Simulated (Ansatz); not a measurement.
`[SiH3]BS[SiH3]` + `F[SiH](F)O[SiH3]` → `[SiH3]BO[SiH3]` + `F[SiH](F)S[SiH3]`  (redistribution)

Program: Ansatz. Geometries: PBE0-D4/def2-TZVP. ΔE: electronic, gas phase. CCSD(T)/CBS adds triple-zeta CCSD(T) − MP2 to the extrapolated MP2 energy (def2 sets, frozen cores). Functionals use def2-TZVPP. B3LYP here is the variant with VWN-RPA as its local correlation; programs differ in this. Each species was taken in one conformer, which may not be the lowest.

| level | ΔE (kJ/mol) |
| --- | --- |
| B3LYP-D4 | 34.7 |
| ωB97M-V | 32.3 |
| PBE | 29.0 |
| CCSD/def2-TZVPP | 41.7 |

Question: What does CCSD(T)/CBS give? (Estimate.)

Answer: The calculation gave: +40.1 kJ/mol. The listed levels differ from it by -5.4, -7.8, -11.1, 1.6 kJ/mol.

Largest T1 diagnostic among the species: 0.015.

From PBE to PBE0 (25 % exact exchange), in def2-TZVPP and without D4, ΔE moves by +4.2 kJ/mol.
